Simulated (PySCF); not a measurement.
B(Cl)(SMe)2 (C2H6BClS2), SMILES ClB(SC)SC. The structure is a stationary point at B3LYP-D3(BJ)/def2-SVP. The values are those of a single conformer.

Computed equilibrium geometry at B3LYP-D3(BJ)/def2-SVP (PySCF confirms it by a frequency run) as bond lengths and angles, and its point group (one conformer of several):
point group Cs.
Atoms: B1 Cl2 S3 C4 H5 H6 H7 S8 C9 H10 H11 H12. Bond lengths (Å): B1–Cl2 1.776, B1–S3 1.802, B1–S8 1.798, S3–C4 1.830, C4–H5 1.098, C4–H6 1.098, C4–H7 1.098, S8–C9 1.831, C9–H10 1.099, C9–H11 1.098, C9–H12 1.099. Angles (°): Cl2–B1–S3 122.1, Cl2–B1–S8 116.5, S3–B1–S8 121.4, B1–S3–C4 104.0, S3–C4–H5 110.6, S3–C4–H6 106.4, S3–C4–H7 110.6, H5–C4–H6 109.8, H5–C4–H7 109.5, H6–C4–H7 109.8, B1–S8–C9 103.3, S8–C9–H10 110.8, S8–C9–H11 106.7, S8–C9–H12 110.8, H10–C9–H11 109.5, H10–C9–H12 109.6, H11–C9–H12 109.5.
Charge 0, spin multiplicity 1.
